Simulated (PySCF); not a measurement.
**Correlation energy of Pt⁴⁺ (platinum, charge +4)**

Starting occupation: [Xe] 4f14 5d6, 5d3/2 with m_j = -3/2, -1/2, +1/2, +3/2, 5d5/2 with m_j = +3/2, +5/2. Computed with PySCF 2.14 in x2c-TZVPall-2c (11s11p10d2f, 108 functions), with X2C-1e with screened-nucleus spin-orbit coupling, Gaussian nucleus. Frozen: [Kr] 4d10 4f14; 14 electrons correlated; the 34 highest virtual spinors left out.

MP2 pair energies summed by pair of shells (mhartree):

```json
{"pair": "5d-5p", "energy": "-87.21", "share (%)": "40.6"}
{"pair": "5d-5d", "energy": "-58.78", "share (%)": "27.4"}
{"pair": "5p-5p", "energy": "-40.58", "share (%)": "18.9"}
{"pair": "5p-5s", "energy": "-14.66", "share (%)": "6.8"}
{"pair": "5d-5s", "energy": "-10.66", "share (%)": "5.0"}
{"pair": "5s-5s", "energy": "-2.79", "share (%)": "1.3"}
```

Total MP2 correlation energy: -214.68 mhartree.

The GHF reference relaxed away from the jj start to a determinant that is no pure jj level (⟨S²⟩ = 5.57, ⟨J²⟩ = 20.03); the energies belong to that determinant.

This basis was not built for core-valence correlation, so the inner-shell part is incomplete.
